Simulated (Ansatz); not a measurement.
Start from `CN(C)BN` and change one atom or group to get `C[N](C)[InH][OH]`.

Ansatz, PBE0-D4/def2-TZVP geometries, multiplicity 1. Each molecule was computed in one conformer, which needn't be the lowest.

Elements past krypton have def2 core potentials.

```json
{"property": "HOMO–LUMO gap (PBE/def2-TZVPP) / eV", "`CN(C)BN`": "5.19"}
{"property": "HOMO–LUMO gap (B3LYP/def2-TZVPP) / eV", "`CN(C)BN`": "6.72"}
{"property": "LUMO energy (ωB97M-V/def2-TZVPP) / eV", "`CN(C)BN`": "2.39"}
{"property": "LUMO energy (B3LYP/def2-TZVPP) / eV", "`CN(C)BN`": "0.71"}
{"property": "LUMO energy (PBE0/def2-TZVPP) / eV", "`CN(C)BN`": "1.05"}
{"property": "HOMO energy (ωB97M-V/def2-TZVPP) / eV", "`CN(C)BN`": "-8.51"}
```

Problem. Give the same properties after the change, and the shifts. (Best estimate.)

Solution. Computed: 
| property | `C[N](C)[InH][OH]` | shift |
| --- | --- | --- |
| HOMO–LUMO gap (PBE/def2-TZVPP) / eV | 3.31 | -1.88 |
| HOMO–LUMO gap (B3LYP/def2-TZVPP) / eV | 4.71 | -2.01 |
| LUMO energy (ωB97M-V/def2-TZVPP) / eV | 0.49 | -1.90 |
| LUMO energy (B3LYP/def2-TZVPP) / eV | -1.07 | -1.78 |
| LUMO energy (PBE0/def2-TZVPP) / eV | -0.81 | -1.86 |
| HOMO energy (ωB97M-V/def2-TZVPP) / eV | -8.23 | 0.28 |

With PBE0 the HOMO rises by 0.26 eV and the LUMO falls by 1.86 eV, so the gap narrows by about 2.12 eV. PBE moves the HOMO by 0.18 eV and ωB97M-V by 0.28 eV. The zero-point energy changes by -59.3 kJ/mol with -3 modes.

B3LYP here is the variant with VWN-RPA as its local correlation; programs differ in this.
